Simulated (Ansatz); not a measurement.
Consider the cleavage of the Si–Ge bond: `[SiH3][GeH2][B](Cl)Cl` + `C=CCS` → `C=CCS[SiH3]` + `Cl[B](Cl)[GeH3]`.

Isolated molecules relaxed with PBE0-D4/def2-TZVP in Ansatz; ΔE leaves out vibrations. CCSD(T)/CBS adds triple-zeta CCSD(T) − MP2 to the extrapolated MP2 energy (def2 sets, frozen cores). Functionals use def2-TZVPP. For Ge outer-core shells are correlated without core-valence functions, which leaves a few kJ/mol of doubt a bond. Scalar relativity is left out up to krypton. One conformer a species, not always the lowest.

```csv
level,ΔE (kJ/mol)
r2SCAN-D4,-36.2
SCS-MP2/def2-TZVPP,-39.5
MP2/CBS(def2),-42.3
CCSD/CBS(def2),-35.4
```

Task: What does CCSD(T)/CBS give? (An estimate is asked.)

Result: Ansatz gave: -36.2 kJ/mol. The listed levels differ from it by 0.0, -3.3, -6.1, 0.8 kJ/mol.

Largest T1 diagnostic among the species: 0.013.

The D4 term adds −5.0 kJ/mol with B3LYP and −2.5 kJ/mol with PBE0; it sums over pairs of atoms, weighted by their polarisabilities, and B3LYP, whose exchange is more repulsive, gets the larger term.

B3LYP here is the variant with VWN-RPA as its local correlation; programs differ in this.
